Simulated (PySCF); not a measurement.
Steps of a relaxation of NdBr2

NdBr2 (singlet in the valence; each metal's 4f electrons, 4 of them, lie in its core potential, out of spins and levels). PySCF 2.14.0, RKS PBE0, Nd lcecp-0-SVP with ECP50, Br def2-SVP; non-relativistic Hamiltonian with scalar-relativistic core potentials where named; density fitting; no spin-orbit coupling. Origin of the start: template. Columns: position (Å) and force (eV/Å). Energies are counted from the last step; some of the 7 steps are shown. Forces carry noise of the integration grid, about 0.01 to 0.03 eV/Å.

Run from Python with OMP_NUM_THREADS=2. Where DIIS fails, smearing, a level shift and second-order steps follow.
It took 30 s on 2 threads of Arm Neoverse V1 (shared host), from the converged density of the start.

```xyz
3
step 0  E = 0.175 eV
Nd    0.0000    0.0000   -0.6406     0.00    0.00    0.90
Br    2.7185    0.0000    0.5760    -0.85    0.00   -0.45
Br   -2.7185    0.0000    0.5760     0.85    0.00   -0.45
```

```xyz
3
step 2  E = 0.004 eV
Nd    0.0000    0.0000   -0.5133     0.00    0.00   -0.10
Br    2.6107    0.0000    0.5123     0.14    0.00    0.05
Br   -2.6107    0.0000    0.5123    -0.14    0.00    0.05
```

```xyz
3
step 4  E = 0.001 eV
Nd    0.0000    0.0000   -0.5126     0.00    0.00    0.02
Br    2.6314    0.0000    0.5120     0.00    0.00   -0.01
Br   -2.6314    0.0000    0.5120     0.00    0.00   -0.01
```

Q: Where does the relaxation end?

A: It converges at step 6 in C2v:
```xyz
3
step 6  E = 0
Nd    0.0000    0.0000   -0.4700
Br    2.6573    0.0000    0.4907
Br   -2.6573    0.0000    0.4907
```

Q: How did the contacts change?

A: 
| contact | start (Å) | end (Å) |
| --- | --- | --- |
| Nd1–Br2 (Br) | 2.978 | 2.826 |
| Nd1–Br3 (Br) | 2.978 | 2.826 |


An lcecp potential fixes the number of 4f electrons, so in runs with it no electron can move into or out of that shell; real Nd(II) is rare or takes another configuration.
